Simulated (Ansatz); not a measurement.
Harmonic frequencies (cm⁻¹) at PBE0-D4/def2-TZVP from Ansatz: 123, 175, 246, 302, 344, 504, 574, 645, 970, 1059, 1136, 1163, 1180, 1209, 1284, 1345, 1392, 1449, 1481, 1482, 1508, 3005, 3018, 3091, 3154, 3813, 3856.

Each molecule was computed in one conformer, which needn't be the lowest.

(1) Which molecule is it?
A. `BC(=C)NCF`
B. `COC(O)O`
C. `BC(C)=N`
D. `[AlH2][NH][SiH2]CCl`

Results:

(1) B.
